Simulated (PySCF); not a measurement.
CH$_{6}$NOSi, ClFOSi, AlBFH$_{2}$O, C$_{2}$H$_{6}$BO and others (calculated)

Computed with PySCF 2.14.0. Calculation on a computer-drawn molecule: the log of a Hartree-Fock and frozen-core CCSD(T) single point meant for a local Hartree-Fock minimum, with one planted fault or none, to be diagnosed. Offsets are logged minus clean, where the clean run is the same molecule without the fault. The reference is restricted for singlets and unrestricted otherwise, and also for a bond in bohr or an excited solution. Adding or removing an electron swaps singlet and doublet. The excited solution moves the top pair (singlet) or top alpha electron (doublet) to the lowest empty orbital. Highest occupied and lowest empty are orbital energies over both spins, largest force is the largest gradient component, triples share is (T) over the correlation energy, the T1 limit is 0.02 restricted and 0.045 unrestricted, electrons count all cores, a negative frequency is imaginary (commonest isotopes), and the dipole is about the centre of nuclear charge.

Common to all runs: logged SCF converged yes; logged CC converged yes; logged SCF stable within its kind yes; possible faults no fault, one electron removed, one electron added, multiplicity raised by two, geometry at a saddle point, SCF held on an excited solution, minimal basis STO-3G, one bond length entered in bohr, all coordinates scaled.

```json
{"entry": 1, "formula": "CH6NOSi", "logged_structure": {"atoms_angstrom": [["C", 0.2473, 2.2538, -1.422], ["Si", -1.4834, 1.8681, -0.9942], ["N", -1.9928, 1.6332, 0.5362], ["O", -2.6313, 1.7294, -2.0656], ["H", 0.2944, 3.2148, -1.9414], ["H", 0.6422, 1.4863, -2.0932], ["H", 1.4219, 2.3415, 0.2694], ["H", -2.9479, 1.4203, 0.7716], ["H", -1.3934, 1.6849, 1.3409], ["H", -2.5976, 1.8169, -3.0102]]}, "given": {"meant_charge": 1, "meant_multiplicity": 1, "meant_basis": "cc-pV(D+d)Z", "logged_electrons": 40, "logged_basis_functions": 95, "logged_spin_squared": 0.7062, "logged_highest_occupied [eV]": -17.373, "logged_lowest_empty [eV]": -3.2224, "logged_largest_force [hartree/bohr]": 0.021397, "logged_T1_diagnostic": 0.054907, "logged_D1_diagnostic": 0.28014, "logged_triples_share": 0.031206, "logged_dipole_magnitude [debye]": 1.0071, "logged_energy_HF [hartree]": -459.33707, "logged_energy_CCSD(T) [hartree]": -459.96811, "drawn_bonds_atom": [1, 2, 2, 1, 1, 1, 3, 3, 4], "drawn_bonds_other_atom": [2, 3, 4, 5, 6, 7, 8, 9, 10], "drawn_bonds_order": [1, 1, 1, 1, 1, 1, 1, 1, 1]}, "results": {"planted_fault": "one bond length entered in bohr, row 6 of the drawn bonds", "HF_energy_offset_from_clean_run [kcal/mol]": 83.44, "CCSD(T)_energy_offset_from_clean_run [kcal/mol]": 84.55}, "notes": ["T1 above single-reference limit"]}
{"entry": 2, "formula": "ClFOSi", "logged_structure": {"atoms_angstrom": [["O", -0.5404, 3.4854, 3.5431], ["Si", 0.578, 2.7493, 3.0253], ["F", 0.6774, 2.1132, 1.6396], ["Cl", 2.2515, 2.3563, 3.9137]]}, "given": {"meant_charge": 0, "meant_multiplicity": 1, "meant_basis": "cc-pV(D+d)Z", "logged_electrons": 48, "logged_basis_functions": 74, "logged_spin_squared": 0.0, "logged_highest_occupied [eV]": -13.14, "logged_lowest_empty [eV]": 2.5781, "logged_largest_force [hartree/bohr]": 0.056701, "logged_T1_diagnostic": 0.015259, "logged_D1_diagnostic": 0.050728, "logged_triples_share": 0.023235, "logged_dipole_magnitude [debye]": 2.9453, "logged_energy_HF [hartree]": -922.84282, "logged_energy_CCSD(T) [hartree]": -923.46229, "drawn_bonds_atom": [1, 2, 2], "drawn_bonds_other_atom": [2, 3, 4], "drawn_bonds_order": [2, 1, 1]}, "results": {"planted_fault": "all coordinates scaled, by -3.1 %", "HF_energy_offset_from_clean_run [kcal/mol]": 4.413, "CCSD(T)_energy_offset_from_clean_run [kcal/mol]": 8.882}}
{"entry": 3, "formula": "AlBFH2O", "logged_structure": {"atoms_angstrom": [["O", 0.1822, -0.3803, -0.9765], ["B", 0.3779, 0.456, 0.0662], ["Al", -1.3219, 0.8355, 1.3966], ["F", -2.1397, 2.2745, 1.1856], ["H", 0.9571, -0.54, -1.497], ["H", 1.4823, 0.9086, 0.2656]]}, "given": {"meant_charge": 0, "meant_multiplicity": 2, "meant_basis": "cc-pV(D+d)Z", "logged_electrons": 37, "logged_basis_functions": 75, "logged_spin_squared": 3.7551, "logged_highest_occupied [eV]": -6.0209, "logged_lowest_empty [eV]": -1.441, "logged_largest_force [hartree/bohr]": 0.065464, "logged_T1_diagnostic": 0.052483, "logged_D1_diagnostic": 0.31034, "logged_triples_share": 0.023164, "logged_dipole_magnitude [debye]": 5.7023, "logged_energy_HF [hartree]": -442.01458, "logged_energy_CCSD(T) [hartree]": -442.52978, "drawn_bonds_atom": [1, 2, 3, 1, 2], "drawn_bonds_other_atom": [2, 3, 4, 5, 6], "drawn_bonds_order": [1, 1, 1, 1, 1]}, "results": {"planted_fault": "multiplicity raised by two", "HF_energy_offset_from_clean_run [kcal/mol]": 87.85, "CCSD(T)_energy_offset_from_clean_run [kcal/mol]": 99.6}, "notes": ["T1 above single-reference limit"]}
{"entry": 4, "formula": "C2H6BO", "logged_structure": {"atoms_angstrom": [["B", -0.0191, -3.0988, 0.185], ["C", 0.5962, -1.6867, -0.1522], ["C", 1.8353, -2.3963, -0.5724], ["O", 2.8849, -2.3643, 0.2746], ["H", 0.1599, -3.5879, 1.2658], ["H", -0.5995, -3.7188, -0.6658], ["H", 0.1364, -1.1457, -0.9776], ["H", 0.8013, -1.0342, 0.6934], ["H", 2.0168, -2.6933, -1.598], ["H", 3.5463, -2.9834, 0.0029]]}, "given": {"meant_charge": 0, "meant_multiplicity": 2, "meant_basis": "cc-pVDZ", "logged_electrons": 30, "logged_basis_functions": 86, "logged_spin_squared": 0.0, "logged_highest_occupied [eV]": -18.208, "logged_lowest_empty [eV]": -5.7668, "logged_largest_force [hartree/bohr]": 0.092942, "logged_T1_diagnostic": 0.020695, "logged_D1_diagnostic": 0.090793, "logged_triples_share": 0.031185, "logged_dipole_magnitude [debye]": 2.8141, "logged_energy_HF [hartree]": -178.45719, "logged_energy_CCSD(T) [hartree]": -179.05116, "drawn_bonds_atom": [1, 2, 3, 1, 1, 2, 2, 3, 4], "drawn_bonds_other_atom": [2, 3, 4, 5, 6, 7, 8, 9, 10], "drawn_bonds_order": [1, 1, 1, 1, 1, 1, 1, 1, 1]}, "results": {"planted_fault": "one electron removed", "HF_energy_offset_from_clean_run [kcal/mol]": 162.3, "CCSD(T)_energy_offset_from_clean_run [kcal/mol]": 166.6}, "notes": ["T1 above single-reference limit"]}
{"entry": 5, "formula": "F2H2Si2", "logged_structure": {"atoms_angstrom": [["F", -2.2369, -2.5196, -3.1238], ["Si", -2.106, -1.3989, -4.3117], ["Si", -1.2809, 0.3284, -2.799], ["F", -1.0101, 1.6941, -3.6419], ["H", -0.0002, -0.0576, -2.1647], ["H", -2.2643, 0.6527, -1.7411]]}, "given": {"meant_charge": 0, "meant_multiplicity": 1, "meant_basis": "cc-pV(D+d)Z", "logged_electrons": 48, "logged_basis_functions": 84, "logged_spin_squared": 2.0166, "logged_highest_occupied [eV]": -8.2379, "logged_lowest_empty [eV]": -0.32872, "logged_largest_force [hartree/bohr]": 0.018013, "logged_T1_diagnostic": 0.020917, "logged_D1_diagnostic": 0.10223, "logged_triples_share": 0.020166, "logged_dipole_magnitude [debye]": 0.47191, "logged_energy_HF [hartree]": -777.94707, "logged_energy_CCSD(T) [hartree]": -778.51997, "drawn_bonds_atom": [1, 2, 3, 3, 3], "drawn_bonds_other_atom": [2, 3, 4, 5, 6], "drawn_bonds_order": [1, 1, 1, 1, 1]}, "results": {"planted_fault": "multiplicity raised by two", "HF_energy_offset_from_clean_run [kcal/mol]": 15.83, "CCSD(T)_energy_offset_from_clean_run [kcal/mol]": 28.35}}
{"entry": 6, "formula": "B3H6Si", "logged_structure": {"atoms_angstrom": [["B", -1.4213, 2.1298, -0.4035], ["B", -0.0275, 1.5087, -1.1146], ["Si", 0.7233, -0.3429, -0.8689], ["B", 0.3229, -1.9992, -1.9768], ["H", -2.4732, 2.0222, -0.9633], ["H", -1.3581, 2.6871, 0.6525], ["H", 0.6381, 2.182, -1.8523], ["H", 1.6903, -0.5171, 0.2307], ["H", -0.5716, -2.7067, -1.6346], ["H", 0.9952, -2.2181, -2.9346]]}, "given": {"meant_charge": 1, "meant_multiplicity": 1, "meant_basis": "cc-pV(D+d)Z", "logged_electrons": 34, "logged_basis_functions": 30, "logged_spin_squared": 0.0, "logged_highest_occupied [eV]": -15.218, "logged_lowest_empty [eV]": -2.0407, "logged_largest_force [hartree/bohr]": 0.019348, "logged_T1_diagnostic": 0.011021, "logged_D1_diagnostic": 0.030999, "logged_triples_share": 0.01296, "logged_dipole_magnitude [debye]": 2.5047, "logged_energy_HF [hartree]": -361.94567, "logged_energy_CCSD(T) [hartree]": -362.12639, "drawn_bonds_atom": [1, 2, 3, 1, 1, 2, 3, 4, 4], "drawn_bonds_other_atom": [2, 3, 4, 5, 6, 7, 8, 9, 10], "drawn_bonds_order": [1, 1, 1, 1, 1, 1, 1, 1, 1]}, "results": {"planted_fault": "minimal basis STO-3G", "HF_energy_offset_from_clean_run [kcal/mol]": 2620, "CCSD(T)_energy_offset_from_clean_run [kcal/mol]": 2748}}
{"entry": 7, "formula": "BH4NOSi", "logged_structure": {"atoms_angstrom": [["O", -1.2122, -1.606, -1.1914], ["B", -0.6352, -0.4963, -1.1587], ["N", 0.6486, -0.3724, -1.151], ["Si", 2.0497, -0.1386, -1.1407], ["H", -0.6527, -2.2682, -1.208], ["H", -1.2927, 0.388, -1.1361], ["H", 2.801, 0.0065, -2.2521], ["H", 2.7949, -0.0561, -0.0188]]}, "given": {"meant_charge": 0, "meant_multiplicity": 1, "meant_basis": "cc-pV(D+d)Z", "logged_electrons": 38, "logged_basis_functions": 85, "logged_spin_squared": 0.0, "logged_highest_occupied [eV]": -10.904, "logged_lowest_empty [eV]": 2.0177, "logged_largest_force [hartree/bohr]": 0.14175, "logged_T1_diagnostic": 0.015085, "logged_D1_diagnostic": 0.049587, "logged_triples_share": 0.026039, "logged_dipole_magnitude [debye]": 4.0123, "logged_energy_HF [hartree]": -445.24186, "logged_energy_CCSD(T) [hartree]": -445.80137, "drawn_bonds_atom": [1, 2, 3, 1, 2, 4, 4], "drawn_bonds_other_atom": [2, 3, 4, 5, 6, 7, 8], "drawn_bonds_order": [1, 1, 2, 1, 1, 1, 1]}, "results": {"planted_fault": "all coordinates scaled, by -8.3 %", "HF_energy_offset_from_clean_run [kcal/mol]": 50.7, "CCSD(T)_energy_offset_from_clean_run [kcal/mol]": 62.51}}
{"entry": 8, "formula": "CH4AlBCl", "logged_structure": {"atoms_angstrom": [["C", -1.8012, 1.9167, 1.1979], ["B", -1.6442, 0.3719, 1.1745], ["Al", 0.2047, -0.6689, 0.6078], ["Cl", -2.8826, -0.788, 1.56], ["H", -1.7062, 2.3037, 0.175], ["H", -1.0033, 2.3905, 1.7793], ["H", -2.7673, 2.229, 1.5958], ["H", 1.4574, -1.5059, 0.2261]]}, "given": {"meant_charge": 1, "meant_multiplicity": 1, "meant_basis": "cc-pV(D+d)Z", "logged_electrons": 44, "logged_basis_functions": 94, "logged_spin_squared": 2.01, "logged_highest_occupied [eV]": -12.472, "logged_lowest_empty [eV]": -7.2816, "logged_largest_force [hartree/bohr]": 0.035496, "logged_T1_diagnostic": 0.027791, "logged_D1_diagnostic": 0.14721, "logged_triples_share": 0.033865, "logged_dipole_magnitude [debye]": 4.8746, "logged_energy_HF [hartree]": -765.96919, "logged_energy_CCSD(T) [hartree]": -766.43375, "drawn_bonds_atom": [1, 2, 2, 1, 1, 1, 3], "drawn_bonds_other_atom": [2, 3, 4, 5, 6, 7, 8], "drawn_bonds_order": [1, 1, 1, 1, 1, 1, 1]}, "results": {"planted_fault": "multiplicity raised by two", "HF_energy_offset_from_clean_run [kcal/mol]": 67.77, "CCSD(T)_energy_offset_from_clean_run [kcal/mol]": 69.18}}
```
